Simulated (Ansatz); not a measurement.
## Counterpoise correction, worked out

The pair of Cl⁻ (SMILES [Cl-], atom 1) and SbH3 (SMILES [SbH3], atoms 2–5), both closed shells, in one local arrangement (a lower one may exist), relaxed at PBE0-D4/def2-TZVPD:

```xyz
5
angstrom
Cl -0.8962 -0.6679 -2.4230
Sb -0.1350 -0.4754 0.4291
H 0.5140 0.0939 2.0022
H -0.8400 1.0682 0.2523
H 1.3573 -0.0188 -0.2607
```

Program: Ansatz 0.2.0. Basis: def2-TZVPPD. Cores are frozen in the correlated methods. Filled d shells of the heavier atoms are correlated. Core potentials replace the inner electrons of the atoms past krypton. The def2 sets are not built for correlating such inner shells, so the correlated values are less sure here.

MP2 total energies in eV:

| system | geometry | basis functions | energy |
| --- | --- | --- | --- |
| pair | pair | all | -19078.95730 |
| Cl⁻ | as in the pair | all (partner as ghosts) | -12510.96618 |
| SbH3 | as in the pair | all (partner as ghosts) | -6567.41026 |
| Cl⁻ | as in the pair | its own | -12510.93813 |
| SbH3 | as in the pair | its own | -6567.38742 |
| Cl⁻ | free (PBE0-D4 minimum) | its own | -12510.93813 |
| SbH3 | free (PBE0-D4 minimum) | its own | -6567.48844 |

Task: Work out the interaction energy with and without the counterpoise correction, the superposition error, and the binding energy from the relaxed fragments.

Result: Without correction: -19078.95730 − (-12510.93813) − (-6567.38742) = -0.63175 eV.
With correction (each fragment in the whole basis): -19078.95730 − (-12510.96618) − (-6567.41026) = -0.58086 eV = -13.39 kcal/mol.
The superposition error is the difference, 0.05089 eV, 8 % of the uncorrected value: each fragment borrows its partner's functions.
Deformation from the free shapes: 0.00000 eV for Cl⁻ and 0.10102 eV for SbH3.
Binding energy from relaxed fragments: -0.58086 + 0.00000 + 0.10102 = -0.47984 eV = -11.07 kcal/mol (electronic, without zero-point energy; negative means bound). For comparison, the corrected interaction energy by CCSD(T) at an estimated basis limit (MP2 extrapolated from triple and quadruple zeta, plus CCSD(T) − MP2 in triple zeta) is -0.630 eV.

No T1 diagnostic of these runs exceeds 0.015.

For scale, one of the runs: CCSD(T)/def2-TZVPPD, 158 basis functions, launched by `ansatz run in.yaml --threads 2 --pin off --events-out ev --progress --plain --max-ram 5222MiB`. Hardware: 2 CPU threads of an Arm Neoverse V2, shared host. Wall time 26 s; peak host memory 1.2 GiB.
